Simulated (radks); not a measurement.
All-electron atom: Mg7+ in [He] 2s1 2p1 3d1 (not the ground configuration). All-electron calculation, scalar-relativistic Kohn-Sham, PBE, spin-polarised, spherical densities, finite nucleus; open shells are filled with parallel spins first; Fermi nuclear charge, rms radius 3.057 fm. Program: a radial shooting solver on a logarithmic mesh with Libxc functionals. Some entries of the table are withheld. Estimate them.

| orbital | occ. | eigenvalue (Ry) | <r> (bohr) |
|---|---|---|---|
| 1s up | 1 | -113.4286 | 0.1298 |
| 1s down | 1 | -113.0576 | 0.1296 |
| 2s up | 1 | (1) | 0.5761 |
| 2p up | 1 | (2) | 0.5096 |
| 3d up | 1 | -6.90334 | 1.222 |

Answer. 
(1) 2s up eigenvalue (Ry): -21.23153
(2) 2p up eigenvalue (Ry): -19.44401
